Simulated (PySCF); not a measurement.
These are PySCF 2.14.0 with PBE-D3(BJ)/def2-TZVP // CAM-B3LYP-D3(BJ)/def2-TZVP values and carry that method's errors. Isolated molecules, 0 K electronic values unless said otherwise. One relaxed conformer stands for a flexible species; it need not be the lowest. Excitations are Tamm–Dancoff values on a coarser integration grid. The basis has no diffuse functions, so Rydberg states are missing or too high.

Reference species (SMILES): `BB1C=C1` (neutral, multiplicity 1).

```
Item                                          Result
-------------------------------------------  -------
S1 excitation (TDA)                          4.84 eV
S1–T1 gap (TDA)                              0.82 eV
brightest of the four lowest singlets (TDA)  5.26 eV
```

After one change: the S1 excitation (TDA) drops by 2.33 eV; the S1–T1 gap (TDA) decreases by 0.55 eV; the brightest of the four lowest singlets (TDA) drops by 0.69 eV.

Task: What was changed between the two runs? The new species is one of these.
(A) `BC1=CB1`
(B) `CB1B=C1`
(C) `[H]/B=C/C=B/[H]`
(D) `B=BC=C`

Result: D, `B=BC=C`
